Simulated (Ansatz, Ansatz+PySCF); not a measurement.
```yaml
atoms:
  - { symbol: N, position_ang: [0.0000, 0.0000, -1.2075] }
  - { symbol: N, position_ang: [0.0000, 0.0000, 1.2075] }
```

Basis set: STO-3G (spherical functions). Correlated methods keep 2 orbitals frozen. Charge 0, multiplicity 1.

Computed with Ansatz (development build ahead of 0.2.0); each method stands on the lowest determinant of its kind that the runs found. Restricted open shells among the atoms or ions are ROHF, correlated in semicanonical orbitals with singles. Restricted functionals stand beside restricted open-shell atoms, which can lie above the unrestricted atoms usual in DFT and then raise those values.

The atomization energy at this shape (free ground-state atoms in the same class of orbitals less the molecule, no zero-point energy) of singlet N2:

```json
{"method": "UHF-CCSD(T)", "atomization energy": "0.06 eV"}
{"method": "UHF-MP2", "atomization energy": "-0.01 eV"}
{"method": "PBE0 (restricted)", "atomization energy": "-7.77 eV"}
{"method": "RHF-MP2", "atomization energy": "-9.72 eV"}
{"method": "RHF", "atomization energy": "-13.20 eV"}
{"method": "UHF", "atomization energy": "-0.02 eV"}
```

Task: What does PBE0 (unrestricted) give?

Result: 0.23 eV. Caution for PBE0 (unrestricted), UHF-CCSD(T), UHF-MP2, UHF: the unrestricted determinant is a mixture of spin states. Caution for UHF-CCSD(T), UHF-MP2, RHF-MP2: bonds are stretched, where a single reference can fail. Caution for UHF-MP2, RHF-MP2: another reference gives a lower total. Caution for PBE0 (restricted), RHF-MP2, RHF: an unrestricted determinant lies well below; the molecule lies well above its atoms at this level. Caution for RHF-MP2, RHF: the determinant may break the point group.

This basis has no polarisation functions and is too small for such energies, which can lie far from measured ones in either direction.
